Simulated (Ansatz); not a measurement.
Process, species as SMILES: Br (HBr) → [Br-] + H+
B3LYP-D3(BJ)/def2-TZVP geometries, fixed; electronic energies without zero-point terms.
Largest species:
```xyz
2

Br     0.0000     0.0000    -0.0396
H      0.0000     0.0000     1.3852
```
Charge 0, spin multiplicity 1.

Basis-set convergence of the deprotonation energy at PBE0 with Ansatz (a quantum-chemistry and plane-wave program). Cartesian d functions, on some or all atoms, in 3-21G, 6-31G; all else is spherical. The program fits the integrals of some runs and decomposes those of others, by size. No added dispersion term, no relativity. Functions are those of the species that has most. Reference: the value in aug-cc-pV5Z, 326.75 kcal/mol, itself unsure by roughly 0.07 kcal/mol (its mean distance from aug-pcseg-3, aug-cc-pVQZ, def2-QZVPPD). Deviations are taken from unrounded values.

| basis | functions | deprotonation energy (kcal/mol) | minus reference (kcal/mol) |
|---|---|---|---|
| 3-21G | 25 | 336.23 | 9.48 |
| 6-31G | 31 | 320.25 | -6.50 |
| aug-pcseg-1 | 45 | 322.20 | -4.55 |
| pcseg-2 | 57 | 329.06 | 2.31 |
| def2-TZVPD | 66 | 326.11 | -0.64 |
| pcseg-3 | 101 | 327.42 | 0.67 |
| def2-QZVP | 105 | 328.42 | 1.67 |
| def2-QZVPPD | 131 | 326.75 | 0.00 |
| aug-pcseg-3 | 142 | 326.65 | -0.10 |

The smallest set listed that lies within 1 kcal/mol of the reference with all its larger relatives (same family, alike in diffuse functions; a set with none counts only in the reference's own line) is def2-TZVPD (66 functions, -0.64 kcal/mol off). Inside, with no larger relative to test it: aug-pcseg-3. (Relatives not listed, tested too: def2-TZVPPD -0.28, pcseg-4 0.28 kcal/mol.)
